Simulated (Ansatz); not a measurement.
`COB(C)[SiH3]` + H₂Se → `COB(C)[SeH]` + SiH₄  (cleavage of the B–Si bond)

Calculated with Ansatz (gas phase, PBE0-D4/def2-TZVP geometries, no zero-point term in ΔE). CBS: MP2 limit from def2 TZ/QZ plus the TZ coupled-cluster correction, frozen cores. This one scheme is used for every species. DFT in def2-TZVPP. For Se outer-core shells are correlated without core-valence functions, which leaves a few kJ/mol of doubt a bond. Scalar relativity is left out up to krypton. Each species was taken in one conformer, which may not be the lowest.

`COB(C)[SiH3]`:

```xyz
14

C     1.272    0.906    1.431
O     0.482   -0.240    1.208
B    -0.235   -0.474    0.089
C    -1.049   -1.810    0.025
Si   -0.274    0.843   -1.483
H     0.923    1.405    2.337
H     1.223    1.609    0.594
H     2.310    0.598    1.577
H    -0.747   -2.401   -0.847
H    -0.936   -2.422    0.922
H    -2.115   -1.600   -0.128
H    -0.769    2.194   -1.082
H    -1.166    0.344   -2.566
H     1.081    1.048   -2.077
```

H₂Se:

```xyz
3

Se   -0.465   -0.424    0.269
H     0.899   -0.031    0.637
H    -0.434    0.455   -0.905
```

`COB(C)[SeH]`:

Cartesian coordinates in Å:
```
C 0.409 -0.891 1.843
O 0.591 0.125 0.878
B -0.065 0.149 -0.301
C 0.204 1.317 -1.307
Se -1.343 -1.304 -0.705
H 0.683 -1.869 1.435
H -0.630 -0.924 2.183
H 1.055 -0.664 2.691
H 0.937 2.021 -0.908
H -0.717 1.865 -1.528
H 0.575 0.935 -2.262
H -1.701 -0.760 -2.019
```

SiH₄:

Cartesian coordinates in Å:
```
Si 0.000 0.000 0.000
H 0.929 1.146 0.170
H -0.836 0.215 -1.208
H -0.875 -0.109 1.194
H 0.782 -1.252 -0.156
```

CCSD(T)/CBS gives -97.3 kJ/mol.

Problem. Another level gave -93.8 kJ/mol. Which?
A. PBE-D4/def2-TZVPP
B. HF/def2-TZVPP
C. PBE0-D4/def2-TZVPP
D. r2SCAN/def2-TZVPP

Solution. D. r2SCAN -93.8, HF/def2-TZVPP -99.5, PBE0-D4 -88.5, PBE-D4 -84.5 kJ/mol.

Largest T1 diagnostic among the species: 0.014.

From PBE to PBE0 (25 % exact exchange), in def2-TZVPP and without D4, ΔE moves by −4.3 kJ/mol.

CCSD(T)/CBS has its own doubt, a few kJ/mol and more with outer-core shells, so smaller differences from it don't rank the levels.
